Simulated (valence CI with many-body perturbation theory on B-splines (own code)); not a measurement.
## E1 transitions of K³⁺

Method: valence CI with perturbative core correlation (CI+MBPT): six valence electrons over a frozen Dirac-Fock core [Ne], a basis of 9 s, 9 p, 8 d, 6 f, 3 g, 1 h functions for each j, with the one-electron correlation potential Σ1 (screened to all orders), the two-electron term Σ2, the three-electron term Σ3, Breit, model QED; selected single and double excitations, second order for the rest, scaled by the run's own slope (own B-spline code, finite nucleus).

Against 11 measured levels this calculation errs by 150 cm⁻¹ on average and by 297 at most. These come from a selection out of Sansonetti, J. Phys. Chem. Ref. Data 37, 7 (2008). Levels without a partner in it may be off by more. Among the levels kept, up to 1300 cm⁻¹ of a level comes from second order outside the variational space, and about a tenth of that is noise between levels of different J, which matters for small intervals. 4 measured levels below the end of the list, from 189952 cm⁻¹ on, found no clear computed partner, and computed levels of the same name lie up to 4201 cm⁻¹ from them.

Lines 1 to 50 of 70 in falling wavelength, among levels below 235031 cm⁻¹, chosen from the strongest by gf and those to the six lowest levels. Wavelengths and rates use the calculated energies, so an error of 100 cm⁻¹ moves a line at 103.5 nm by 0.1 % and its rate by three times that or more. Electric multipoles are in the length gauge, E1 and E2 with the static RPA response of the core. Weak lines are less certain than strong ones. Lines between different terms over intervals too small for the method are left out, as are lines whose strength nearly cancels. The highest levels of a list are the least certain.

Names give the largest LS component (configuration and term), which can be under half, so a name can repeat, a term be missing and a line seem to break the LS rules; names also repeat where a configuration has a term twice. Letters in brackets count levels of one name in rising energy.

```tsv
λ vac (nm)	λ from measured levels	Upper	Lower	A (s⁻¹)	log gf	Branch %
103.5	103.0	3s3p⁵ ³P°_1	3s²3p⁴ ¹S_0	1.83e+05	-4.06	0.0
85.13	84.89	3s3p⁵ ³P°_2	3s²3p⁴ ¹D_2	1.39e+06	-3.12	0.3
84.06	83.84	3s3p⁵ ³P°_1	3s²3p⁴ ¹D_2	8.08e+03	-5.59	0.0
75.62	75.42	3s3p⁵ ¹P°_1	3s²3p⁴ ¹S_0	1.05e+07	-2.57	0.8
75.57	75.47	3s3p⁵ ³P°_2	3s²3p⁴ ³P_1	1.33e+08	-1.24	24.5
75.11	75.00	3s3p⁵ ³P°_1	3s²3p⁴ ³P_0	1.79e+08	-1.34	32.5
74.73	74.63	3s3p⁵ ³P°_1	3s²3p⁴ ³P_1	1.37e+08	-1.46	24.9
74.64	74.53	3s3p⁵ ³P°_2	3s²3p⁴ ³P_2	4.09e+08	-0.77	75.3
74.30	74.19	3s3p⁵ ³P°_0	3s²3p⁴ ³P_1	5.55e+08	-1.34	100.0
73.82	73.71	3s3p⁵ ³P°_1	3s²3p⁴ ³P_2	2.35e+08	-1.24	42.6
72.48		3s²3p³3d ⁵D°_1	3s²3p⁴ ¹S_0	4.48e+01	-7.97	0.0
65.61	65.42	3s²3p³3d ³D°_1 [a]	3s²3p⁴ ¹S_0	2.28e+04	-5.35	0.1
64.69	64.62	3s3p⁵ ¹P°_1	3s²3p⁴ ¹D_2	1.31e+09	-0.61	98.7
62.38		3s²3p³3d ⁵D°_1	3s²3p⁴ ¹D_2	3.18e+03	-6.25	0.1
62.38		3s²3p³3d ⁵D°_2	3s²3p⁴ ¹D_2	1.98e+03	-6.24	0.1
62.37		3s²3p³3d ⁵D°_3	3s²3p⁴ ¹D_2	5.58e+02	-6.64	0.1
59.26	59.24	3s3p⁵ ¹P°_1	3s²3p⁴ ³P_0	2.14e+05	-4.47	0.0
59.02	59.01	3s3p⁵ ¹P°_1	3s²3p⁴ ³P_1	2.99e+05	-4.33	0.0
58.45	58.43	3s3p⁵ ¹P°_1	3s²3p⁴ ³P_2	5.78e+06	-3.05	0.4
57.31		3s²3p³3d ⁵D°_1	3s²3p⁴ ³P_0	2.39e+05	-4.45	8.8
57.30		3s²3p³3d ³D°_3 [a]	3s²3p⁴ ¹D_2	2.68e+03	-6.03	0.0
57.29	57.20	3s²3p³3d ³D°_2 [a]	3s²3p⁴ ¹D_2	1.03e+05	-4.60	0.5
57.23	57.14	3s²3p³3d ³D°_1 [a]	3s²3p⁴ ¹D_2	1.39e+05	-4.69	0.5
57.10		3s²3p³3d ⁵D°_0	3s²3p⁴ ³P_1	3.15e+06	-3.81	100.0
57.09		3s²3p³3d ⁵D°_1	3s²3p⁴ ³P_1	1.19e+06	-3.76	43.9
57.08		3s²3p³3d ⁵D°_2	3s²3p⁴ ³P_1	2.78e+04	-5.17	1.5
56.56		3s²3p³3d ⁵D°_1	3s²3p⁴ ³P_2	1.28e+06	-3.73	47.1
56.55		3s²3p³3d ⁵D°_2	3s²3p⁴ ³P_2	1.84e+06	-3.35	98.4
56.54		3s²3p³3d ⁵D°_3	3s²3p⁴ ³P_2	8.46e+05	-3.55	99.9
55.37		3s²3p³3d ³F°_2 [a]	3s²3p⁴ ¹D_2	7.23e+04	-4.78	9.2
55.22		3s²3p³3d ³F°_3 [a]	3s²3p⁴ ¹D_2	8.84e+05	-3.55	45.5
52.94	52.89	3s²3p³3d ³D°_1 [a]	3s²3p⁴ ³P_0	1.03e+07	-2.89	40.7
52.87		3s²3p³3d ³D°_1 [b]	3s²3p⁴ ¹S_0	1.71e+06	-3.67	0.3
52.80	52.76	3s²3p³3d ³D°_2 [a]	3s²3p⁴ ³P_1	1.09e+07	-2.64	49.7
52.74		3s²3p³3d ³P°_1	3s²3p⁴ ¹S_0	9.61e+05	-3.92	0.3
52.74	52.71	3s²3p³3d ³D°_1 [a]	3s²3p⁴ ³P_1	1.29e+07	-2.79	51.1
52.34		3s²3p³3d ³D°_3 [a]	3s²3p⁴ ³P_2	1.49e+07	-2.37	100.0
52.34	52.30	3s²3p³3d ³D°_2 [a]	3s²3p⁴ ³P_2	1.09e+07	-2.65	49.8
52.29	52.25	3s²3p³3d ³D°_1 [a]	3s²3p⁴ ³P_2	1.92e+06	-3.63	7.6
51.88		3s²3p³3d ³G°_3	3s²3p⁴ ¹D_2	2.91e+06	-3.08	95.4
51.40		3s²3p³3d ¹S°_0	3s²3p⁴ ³P_1	2.49e+06	-4.01	100.0
51.16		3s²3p³3d ³F°_2 [a]	3s²3p⁴ ³P_1	4.31e+05	-4.07	54.7
50.73		3s²3p³3d ³F°_2 [a]	3s²3p⁴ ³P_2	2.84e+05	-4.26	36.1
50.60		3s²3p³3d ³F°_3 [a]	3s²3p⁴ ³P_2	1.06e+06	-3.55	54.5
49.71		3s²3p³3d ¹D°_2	3s²3p⁴ ¹D_2	4.17e+08	-1.11	99.5
47.79		3s²3p³3d ³G°_3	3s²3p⁴ ³P_2	1.39e+05	-4.48	4.6
47.66		3s²3p³3d ³F°_3 [b]	3s²3p⁴ ¹D_2	1.84e+06	-3.36	30.7
47.59		3s²3p³3d ³F°_2 [b]	3s²3p⁴ ¹D_2	5.68e+06	-3.02	93.1
47.29		3s²3p³3d ³D°_1 [b]	3s²3p⁴ ¹D_2	5.65e+06	-3.25	1.0
47.19		3s²3p³3d ³P°_1	3s²3p⁴ ¹D_2	1.04e+07	-2.98	3.3
```
